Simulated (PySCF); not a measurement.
Spinor energies of S²⁺ (sulfur, charge +2)

Start: [Ne] 3s1 3p3; 3s1/2 filled at m_j = +1/2; 3p3/2 filled at m_j = -1/2, +1/2, +3/2. Calculated with PySCF 2.14 in x2c-SVPall-2c with one added diffuse shell each of s, p type (5s5p1d, 25 functions): generalised Hartree-Fock with the X2C-1e Hamiltonian and a Gaussian nucleus; one run each with spin-orbit coupling (SO) switched off, then screened by Boettger's factors. This is a chosen level, not necessarily the ground level.

```json
{"spinor shell": "1s1/2", "electrons": "2", "ε, spin-free (eV)": "-2536.7", "ε, screened SO (eV)": "-2536.7", "weight of nominal j (screened SO)": "1.000", "rms radius, screened SO (bohr)": "0.112"}
{"spinor shell": "2s1/2", "electrons": "2", "ε, spin-free (eV)": "-272.15", "ε, screened SO (eV)": "-272.15", "weight of nominal j (screened SO)": "1.000", "rms radius, screened SO (bohr)": "0.517"}
{"spinor shell": "2p1/2", "electrons": "2", "ε, spin-free (eV)": "-208.09", "ε, screened SO (eV)": "-209.68", "weight of nominal j (screened SO)": "0.728", "rms radius, screened SO (bohr)": "0.489"}
{"spinor shell": "3s1/2", "electrons": "1", "ε, spin-free (eV)": "-52.246", "ε, screened SO (eV)": "-52.245", "weight of nominal j (screened SO)": "1.000", "rms radius, screened SO (bohr)": "1.68"}
{"spinor shell": "3p3/2", "electrons": "3", "ε, spin-free (eV)": "-36.321", "ε, screened SO (eV)": "-36.321", "weight of nominal j (screened SO)": "0.662", "rms radius, screened SO (bohr)": "1.91"}
```

Question: Where does 2p3/2 lie, and what is the 2p spin-orbit splitting (screened SO)?

Answer: At -207.29 eV, 2.388 eV above 2p1/2.

```csv
quantity,spin-free,screened SO
E (hartree),-397.06319,-397.06356
M_J,2,2
⟨J²⟩,6.000,6.000
⟨L²⟩,0.000,0.000
⟨S²⟩,6.000,6.000
```

Each row is a mean over spinors that exchange with the open shell spreads, by up to 2.419 eV (2p3/2).

Rows whose weight is well below 1 are mixtures of j = l ± 1/2: exchange outweighs spin-orbit coupling there, and the label is only the starting occupation.

Without spin-orbit coupling the j labels of p, d and f shells carry no meaning; the spin-free column gives the mean over the occupied spinors of each nl shell.
